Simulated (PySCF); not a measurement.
SMILES [SiH2](N)[SiH2]c1sccc1, GFN2-xTB optimised geometry.

```
17

N      3.55    -1.26     0.23
Si     1.83    -1.37     0.26
Si     1.09     0.80     0.00
C     -0.79     0.80     0.00
C     -1.65    -0.26    -0.01
C     -3.01     0.11    -0.02
C     -3.18     1.46    -0.01
S     -1.67     2.29     0.00
H      4.09    -2.10     0.21
H      4.01    -0.58     0.81
H      1.53    -2.29    -0.85
H      1.30    -2.03     1.47
H      1.50     1.72     1.08
H      1.50     1.47    -1.24
H     -1.31    -1.28    -0.01
H     -3.82    -0.59    -0.03
H     -4.09     2.02    -0.02
```

Density from PBE0/def2-SVP in PySCF at that geometry.

Minimum of the electron density along straight lines between bonded atoms, close to the bond critical point (lines longer than 1.1 times the sum of covalent radii, or with two minima, are not listed):

```json
[
 {"bond": "N1–Si2", "length / Å": "1.725", "ρ at the minimum / e bohr⁻³": "0.122", "∇²ρ there / e bohr⁻⁵": "[?]", "position (fraction from the first atom)": "0.60"},
 {"bond": "Si3–C4", "length / Å": "1.876", "ρ at the minimum / e bohr⁻³": "0.110", "∇²ρ there / e bohr⁻⁵": "0.38", "position (fraction from the first atom)": "0.38"},
 {"bond": "C4–C5", "length / Å": "1.364", "ρ at the minimum / e bohr⁻³": "0.319", "∇²ρ there / e bohr⁻⁵": "-0.80", "position (fraction from the first atom)": "0.51"},
 {"bond": "C5–C6", "length / Å": "1.411", "ρ at the minimum / e bohr⁻³": "0.296", "∇²ρ there / e bohr⁻⁵": "[?]", "position (fraction from the first atom)": "0.50"},
 {"bond": "C6–C7", "length / Å": "1.358", "ρ at the minimum / e bohr⁻³": "0.323", "∇²ρ there / e bohr⁻⁵": "-0.82", "position (fraction from the first atom)": "0.49"},
 {"bond": "C4–S8", "length / Å": "1.734", "ρ at the minimum / e bohr⁻³": "0.209", "∇²ρ there / e bohr⁻⁵": "[?]", "position (fraction from the first atom)": "0.46"},
 {"bond": "C7–S8", "length / Å": "1.718", "ρ at the minimum / e bohr⁻³": "0.216", "∇²ρ there / e bohr⁻⁵": "-0.47", "position (fraction from the first atom)": "0.47"},
 {"bond": "N1–H9", "length / Å": "1.007", "ρ at the minimum / e bohr⁻³": "0.332", "∇²ρ there / e bohr⁻⁵": "-1.53", "position (fraction from the first atom)": "0.76"},
 {"bond": "N1–H10", "length / Å": "1.007", "ρ at the minimum / e bohr⁻³": "0.332", "∇²ρ there / e bohr⁻⁵": "-1.53", "position (fraction from the first atom)": "0.76"},
 {"bond": "Si2–H11", "length / Å": "1.467", "ρ at the minimum / e bohr⁻³": "0.116", "∇²ρ there / e bohr⁻⁵": "0.32", "position (fraction from the first atom)": "0.49"},
 {"bond": "Si2–H12", "length / Å": "1.479", "ρ at the minimum / e bohr⁻³": "0.114", "∇²ρ there / e bohr⁻⁵": "0.31", "position (fraction from the first atom)": "0.49"},
 {"bond": "Si3–H13", "length / Å": "1.475", "ρ at the minimum / e bohr⁻³": "0.114", "∇²ρ there / e bohr⁻⁵": "0.31", "position (fraction from the first atom)": "0.49"},
 {"bond": "Si3–H14", "length / Å": "1.472", "ρ at the minimum / e bohr⁻³": "0.115", "∇²ρ there / e bohr⁻⁵": "0.31", "position (fraction from the first atom)": "0.49"},
 {"bond": "C5–H15", "length / Å": "1.077", "ρ at the minimum / e bohr⁻³": "0.283", "∇²ρ there / e bohr⁻⁵": "-1.08", "position (fraction from the first atom)": "0.63"},
 {"bond": "C6–H16", "length / Å": "1.076", "ρ at the minimum / e bohr⁻³": "0.283", "∇²ρ there / e bohr⁻⁵": "-1.09", "position (fraction from the first atom)": "0.63"},
 {"bond": "C7–H17", "length / Å": "1.072", "ρ at the minimum / e bohr⁻³": "0.286", "∇²ρ there / e bohr⁻⁵": "-1.12", "position (fraction from the first atom)": "0.64"}
]
```

Q: Some entries are withheld; supply them.

A: 
- N1–Si2, ∇²ρ there / e bohr⁻⁵: 0.74
- C5–C6, ∇²ρ there / e bohr⁻⁵: -0.73
- C4–S8, ∇²ρ there / e bohr⁻⁵: -0.41
